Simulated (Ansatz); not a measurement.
Basis-set series for Al2BrH3Si. The species carries charge 0 and has multiplicity 1. The bonds changed during the relaxation, so this is another structure than the one it started from. The geometry is a stationary point of PBE0-D4/def2-TZVP.

```tsv
atom	x (Å)	y (Å)	z (Å)
Br1	-1.243	-0.351	-1.854
Si2	0.889	0.102	-0.847
Al3	-1.213	0.435	0.551
Al4	0.652	-1.096	1.178
H5	1.574	0.679	-2.048
H6	-2.443	1.418	0.728
H7	1.784	-1.187	2.293
```

```json
{"functional": "PBE0-D4", "basis": "def2-SVP", "functions": "101", "energy (Eh)": "-3349.10682", "HOMO (eV)": "-5.93", "LUMO (eV)": "-2.23"}
{"functional": "PBE0-D4", "basis": "def2-QZVPP", "functions": "389", "energy (Eh)": "-3349.76667", "HOMO (eV)": "-5.90", "LUMO (eV)": "-2.22"}
{"functional": "ωB97M-V", "basis": "def2-SVP", "functions": "101", "energy (Eh)": "-3349.53956", "HOMO (eV)": "-7.62", "LUMO (eV)": "-0.49"}
{"functional": "ωB97M-V", "basis": "def2-QZVPP", "functions": "389", "energy (Eh)": "-3350.19425", "HOMO (eV)": "-7.64", "LUMO (eV)": "-0.60"}
```

Question: Give the rows for def2-TZVPP. (An estimate is asked.)

Answer: Ansatz gave: 
```tsv
functional	basis	functions	energy (Eh)	HOMO (eV)	LUMO (eV)
PBE0-D4	def2-TZVPP	216	-3349.69059	-5.90	-2.21
ωB97M-V	def2-TZVPP	216	-3350.12054	-7.64	-0.53
```

Scalar relativity is left out up to krypton.
